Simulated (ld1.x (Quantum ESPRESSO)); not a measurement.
# u(r) = r·R(r): atom against pseudo-atom (S (Z = 16))

Columns: radius, all-electron u(r) and pseudo u(r) of the 3s shell (level -52.08 eV) of sulfur in the configuration [Ne] 3s2 3p1; PBE, non-relativistic, TM scheme, ld1.x (Quantum ESPRESSO) 7.5.

```csv
r (bohr),all-electron,pseudo
0.078,0.1991,0.0949
0.155,-0.1075,0.1772
0.232,-0.3587,0.2389
0.310,-0.4562,0.2765
0.388,-0.4194,0.2927
0.465,-0.2976,0.2980
0.542,-0.1313,0.3051
0.620,0.0529,0.3265
0.698,0.2330,0.3719
0.775,0.3951,0.4463
0.852,0.5357,0.5458
0.930,0.6536,0.6540
1.008,0.7467,0.7467
1.085,0.8158,0.8158
1.162,0.8640,0.8640
1.240,0.8934,0.8934
1.318,0.9058,0.9058
1.395,0.9037,0.9037
1.472,0.8900,0.8900
1.550,0.8664,0.8664
1.628,0.8353,0.8353
1.705,0.7989,0.7989
1.782,0.7588,0.7588
1.860,0.7155,0.7155
1.938,0.6709,0.6709
2.015,0.6265,0.6265
```

Problem. How many radial nodes do the two functions have?

Solution. The all-electron 3s function has n − l − 1 = 2; the pseudo-wave has 0, since the states of the same l below it are removed with the core.

Problem. At about which radius was the pseudo-wave matched?

Solution. 1.00 bohr, where the columns begin to agree (steps of 0.08 bohr).

Problem. Is the pseudo-wave norm-conserving?

Solution. Yes: the TM scheme keeps the norm inside the radius equal to the all-electron one, which fixes the energy derivative of the logarithmic derivative at the level.
